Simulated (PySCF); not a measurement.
Electron correlation in C⁺ (carbon, charge +1)

[He] 2s2 3s1, 2S determinant (an excited configuration). Calculation: PySCF 2.14, in aug-cc-pVQZ-DK; scalar relativity by spin-free X2C-1e. Frozen: 1s2; 3 electrons correlated.

| level | correlation energy (mhartree) |
| --- | --- |
| CCSD | -73.20 |
| (T) | -4.64 |
| CCSD(T) | -77.84 |

Diagnostics: T1 = 0.0073, D1 = 0.0176, largest double amplitude 0.256.

The outer electron is Rydberg-like, and this basis confines it to a smaller radius and binds it less than a complete one would. A double-excitation amplitude exceeds 0.15, a sign of near-degeneracy.

Cost of the coupled-cluster step: of the order of 17 core-seconds, for 3 correlated electrons.
